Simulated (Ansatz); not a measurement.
Harmonic frequencies (cm⁻¹) at PBE0-D4/def2-TZVP from Ansatz: 20, 31, 66, 298, 305, 419, 594, 728, 733, 835, 844, 908, 955, 956, 972, 984, 1175, 2243, 2247, 2255, 2345.

Each molecule was computed in one conformer, which needn't be the lowest.

(1) Which molecule is it?
A. `O[SiH](F)[SiH2]F`
B. `O[Si](F)(F)[SiH3]`
C. `F[SiH](F)O[SiH3]`
D. `F[SiH2]O[SiH2]F`

Answers

(1) C.
